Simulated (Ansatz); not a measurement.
AlBrH$_{4}$OSSi (`[SiH3][O][Al]([SH])[Br]`). The species carries charge 0 and has multiplicity 1.

```xyz
9

Si   -1.077    1.360   -0.323
O    -0.085    0.101   -0.030
Al    1.249   -0.846    0.301
S     1.065   -2.992    0.485
Br    3.269    0.085    0.564
H    -0.808    2.462    0.637
H    -0.868    1.857   -1.708
H    -2.487    0.917   -0.173
H    -0.259   -2.944    0.248
```

Question: What are the harmonic wavenumbers in cm⁻¹ at PBE0-D4/def2-TZVP (Ansatz, finite differences of forces, unscaled)? (Estimate.)

Answer: The calculation gave: 5i, 28, 62, 105, 186, 218, 267, 310, 547, 596, 688, 732, 733, 955, 957, 985, 1144, 2226, 2227, 2229, 2704.
